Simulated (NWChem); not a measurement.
Molecule: C2H5AlClN; SMILES [Cl][Al]([NH2])[CH]=C

```xyz
10

Al     0.2115    -0.0373    -0.0009
Cl    -0.5485    -2.0081     0.0007
C     -0.9967     1.4779    -0.0025
C     -0.5754     2.7519     0.0024
H     -2.0842     1.3191    -0.0071
H     -1.2682     3.6034     0.0017
H      0.4886     3.0208     0.0074
N      1.9681     0.1339    -0.0003
H      2.6160    -0.6458     0.0014
H      2.4792     1.0090    -0.0021
```
Atoms are numbered in this order, from 1.

Program: NWChem. All runs use the structure optimised with PBE0/def2-SVP. Total energies compare along this basis series because the functional is fixed.

```csv
level,basis functions,energy (Ha),highest occupied level (eV),orbital gap (eV),dipole (D),relative time
TPSS/pcseg-1,103,-836.7019,-6.31,4.46,2.85,4
TPSS/aug-pcseg-1,168,-836.7142,-6.39,4.48,2.47,20
TPSS/pcseg-2,228,-836.8447,-6.34,4.46,2.57,10
TPSS/STO-3G,38,-827.1625,-2.96,4.72,3.22,1
TPSS/def2-SVP,103,-836.4352,-6.04,4.44,2.58,3
```

Times are rough ratios from one shared machine.
